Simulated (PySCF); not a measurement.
CH5NOSW, SMILES [CH3][W](=[NH])(=[O])[SH], multiplicity 1. Geometry: B3LYP-D3(BJ)/def2-SVP. The multiplicity is an assumed one; no other spin state was optimised. The structure was generated by enumeration; whether it is a known compound was not checked. The def2 effective core potentials stand for the cores of W; spin–orbit coupling is left out. The values are those of a single conformer.

The numbers are results of PySCF with B3LYP-D3(BJ)/def2-SVP, not measurements.

Harmonic wavenumbers (cm⁻¹): 130, 152, 186, 206, 210, 279, 315, 385, 545, 565, 635, 646, 674, 715, 974, 1017, 1215, 1404, 1413, 2643, 3015, 3113, 3125, 3592. Rotational constants (GHz): 3.355, 1.850, 1.781; symmetry number 1.

Question: Work out the zero-point energy and the ideal-gas rigid-rotor harmonic-oscillator thermochemistry at 298.15 K and 1 atm.

Answer: ZPE = ½ Σ hcν = ½ × 27154 cm⁻¹ = 162.42 kJ/mol. H − E(el) = 185.88 kJ/mol. Entropy in J/(mol K): translation 178.24, rotation 116.17, vibration 77.87, total 372.28. G − E(el) = 74.88 kJ/mol. Cp = 121.97 J/(mol K). Modes under 150 cm⁻¹ make the vibrational entropy uncertain.
